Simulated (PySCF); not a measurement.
System: C$_{3}$H$_{3}$O, net charge -1, singlet state. It need not be the lowest isomer of its formula. Whether it binds its extra electron was not tested at this geometry. 
Structure (B3LYP-D3(BJ)/def2-TZVP (Ansatz) minimum search):
```xyz
7

C      1.8981    -0.0070    -0.1338
C      0.7170    -0.1885     0.0609
C     -0.7759    -0.3447     0.2631
O     -1.5151     0.6178    -0.2604
H      2.9252     0.1822    -0.3218
H     -0.8651    -0.4887     1.3873
H     -0.9749    -1.3950    -0.1240
```
Charge -1, spin multiplicity 1.

Dispersion corrections to the total energy (kcal/mol) from the dftd3 and dftd4 libraries through PySCF: D3(BJ) without and D4 with the three-body term, each with the damping fitted for the functional named.

```tsv
functional	D3(BJ)	D4
BHLYP	-3.08	-2.99
PBE	-2.35	-2.74
TPSS	-2.92	-3.71
B2GP-PLYP	-1.33	-1.13
B3LYP	(withheld)	-4.38
LC-wPBE	-2.11	(withheld)
HF	-21.32	(withheld)
```

Question: Complete the blanks.

Answer: 
- B3LYP, D3(BJ): -4.04
- LC-wPBE, D4: -3.01
- HF, D4: -10.88
